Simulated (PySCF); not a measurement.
This PySCF input asks for the NMR shieldings of `C[O][AlH][N](C)C1CCC1`, C6H14AlNO; the geometry comes from GFN2-xTB.

```python
import basis_set_exchange as bse
import numpy as np
from pyscf import gto, dft
from pyscf.prop import nmr

atoms = """
C     3.793924   -0.912080    0.897601
O     2.527302   -0.761449    0.330454
Al    1.044601   -0.607999   -0.372253
N     0.031124    0.887939   -0.461244
C     0.171188    2.083608   -1.273722
C    -1.261531    0.776080    0.166588
C    -2.359214    0.057630   -0.659091
C    -2.295279   -1.131442    0.310203
C    -1.295263   -0.369812    1.183510
H     4.462592   -0.124080    0.542196
H     3.730426   -0.854993    1.987375
H     4.212340   -1.882073    0.617765
H     0.590761   -1.848348   -1.126520
H     1.181106    2.115673   -1.681508
H     0.005659    2.987394   -0.674056
H    -0.541746    2.096658   -2.106343
H    -1.573911    1.751024    0.563520
H    -2.048053   -0.171026   -1.676179
H    -3.318079    0.571719   -0.675282
H    -1.881961   -2.033835   -0.136714
H    -3.233959   -1.376981    0.803536
H    -1.647182   -0.107616    2.179071
H    -0.299598   -0.846069    1.271170
"""
names = dict.fromkeys(["C", "O", "Al", "N", "H"], "pcSseg-1")
basis = {el: gto.basis.parse(bse.get_basis(n, elements=[el], fmt="nwchem")) for el, n in names.items()}
mol = gto.M(atom=atoms, basis=basis, charge=0, verbose=0)
mf = dft.RKS(mol, xc="PBE0")
mf.grids.level = 2
mf.grids.alignment = dft.numint.BLKSIZE   # the property module wants whole blocks of grid points
mf.conv_tol = 1e-9
mf.kernel()

calc = nmr.RKS(mf)   # GIAO
C = mf.mo_coeff
Co = C[:, mf.mo_occ > 0]
resp = mf.gen_response(singlet=True, hermi=2)
def vind(x):   # induced exchange potential for any number of trial vectors
    d = np.einsum("pi,xij,qj->xpq", C, 2 * x.reshape(-1, C.shape[1], Co.shape[1]), Co, optimize=True)
    return np.einsum("xpq,pi,qj->xij", resp(d - d.transpose(0, 2, 1)), C, Co, optimize=True).ravel()
mo1, _ = nmr.rhf.solve_mo1(calc, with_cphf=vind)
sigma = calc.kernel(mo1)
for i, s in enumerate(sigma):   # ppm
    w = np.linalg.eigvalsh((s + s.T) / 2)
    print("%2d %-2s iso %8.1f  s11 %8.1f  s22 %8.1f  s33 %8.1f" % (i, mol.atom_pure_symbol(i), w.mean(), *w))
```

Question: What are the results?

Answer: 
```
 0 C  iso    130.5  s11    102.6  s22    104.8  s33    184.2
 1 O  iso    292.4  s11    231.4  s22    300.0  s33    345.9
 2 Al iso    444.7  s11    408.4  s22    441.3  s33    484.3
 3 N  iso    187.4  s11    147.2  s22    182.3  s33    232.7
 4 C  iso    148.4  s11    124.2  s22    136.9  s33    184.2
 5 C  iso    129.0  s11    113.1  s22    123.7  s33    150.3
 6 C  iso    154.4  s11    128.9  s22    155.5  s33    178.8
 7 C  iso    171.5  s11    163.0  s22    167.0  s33    184.6
 8 C  iso    142.0  s11    109.4  s22    153.9  s33    162.8
 9 H  iso     27.4  s11     22.8  s22     25.2  s33     34.3
10 H  iso     27.4  s11     22.8  s22     25.2  s33     34.2
11 H  iso     27.3  s11     22.8  s22     25.0  s33     34.0
12 H  iso     27.5  s11     23.3  s22     26.8  s33     32.5
13 H  iso     28.9  s11     24.0  s22     27.6  s33     35.2
14 H  iso     29.3  s11     24.7  s22     27.0  s33     36.2
15 H  iso     29.1  s11     24.1  s22     27.2  s33     35.9
16 H  iso     28.7  s11     24.8  s22     28.5  s33     33.0
17 H  iso     30.0  s11     27.1  s22     28.3  s33     34.5
18 H  iso     29.3  s11     25.8  s22     27.4  s33     34.8
19 H  iso     29.5  s11     25.8  s22     27.9  s33     34.7
20 H  iso     29.7  s11     26.2  s22     26.6  s33     36.2
21 H  iso     28.3  s11     25.3  s22     26.6  s33     33.0
22 H  iso     31.6  s11     28.5  s22     31.5  s33     34.6
```

These numbers come from an equivalent density-fitted implementation of the same equations, which agrees with the script to about 0.01 ppm for H and up to a few tenths of a ppm for heavy atoms, so last digits may differ.

Size and cost of the density-fitted run: 230 basis functions, 120 s wall time on 1 thread of an Arm Neoverse N1, shared host; peak memory 1.1 GiB.
